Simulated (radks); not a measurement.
Question: Coherent X-ray form factor from a spherical all-electron density. Method: scalar-relativistic Kohn-Sham, r2SCAN, spin-polarised, spherical densities, finite nucleus; meta-GGA in the generalised Kohn-Sham scheme; Fermi nuclear charge, rms radius of each element as measured or else 0.836 A^(1/3) + 0.57 fm; computed with a radial shooting solver on a logarithmic mesh with Libxc functionals.

sin(theta)/lambda (1/angstrom)  f0 (electrons)
0.05                                    69.992
0.1                                     67.428
0.15                                    64.166
0.2                                     60.753
0.25                                    57.355
0.3                                     54.014
0.4                                     47.693
0.5                                     42.145
0.6                                     37.429
0.8                                     29.961
1                                       24.471
1.25                                    19.831
1.5                                     16.952
2                                       13.425

The species is in the configuration that NIST lists as its ground one. Which atom or ion scatters so?

Answer: The hafnium ion Hf+, [Xe] 4f14 5d1 6s2. Extrapolating in s^2 from the first two rows gives f0(0) = 70.8, near the electron count 71; among species with that count, the fall with angle is slower the higher Z, and the table is that of Z = 72; from so few rows the species is fixed only to a neighbour or two.
